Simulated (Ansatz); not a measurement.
`CC(F)[SiH2]N` + `N=CO` → `CC(F)OC=N` + `N[SiH3]`  (substitution at a C–Si bond)

Calculated with Ansatz (gas phase, PBE0-D4/def2-TZVP geometries, no zero-point term in ΔE). CCSD(T)/CBS is the MP2 limit (def2-TZVPP, def2-QZVPP) plus CCSD(T) − MP2 in def2-TZVPP, frozen cores. This one scheme is used for every species. Functionals use def2-TZVPP. B3LYP here is the variant with VWN-RPA as its local correlation; programs differ in this. One conformer a species, not always the lowest.

```
             level  ΔE (kcal/mol)
           PBE0-D4            6.3
             B3LYP            5.4
SCS-MP2/def2-TZVPP            4.6
CCSD(T)/def2-TZVPP            4.7
     HF/def2-QZVPP            2.1
    MP2/def2-QZVPP            6.3
      HF/CBS(def2)            2.1
     MP2/CBS(def2)            6.8
```

(1) What does CCSD(T)/CBS give? (An estimate is asked.)

Largest T1 diagnostic among the species: 0.014.

Results:

(1) Ansatz gave: +6.0 kcal/mol. The listed levels differ from it by 0.3, -0.6, -1.4, -1.3, -3.9, 0.3, -3.9, 0.8 kcal/mol.

In def2-TZVPP, CCSD(T) changes the Hartree–Fock value by +2.6 kcal/mol (the triples alone add +0.0 kcal/mol) and MP2 by +3.4 kcal/mol.
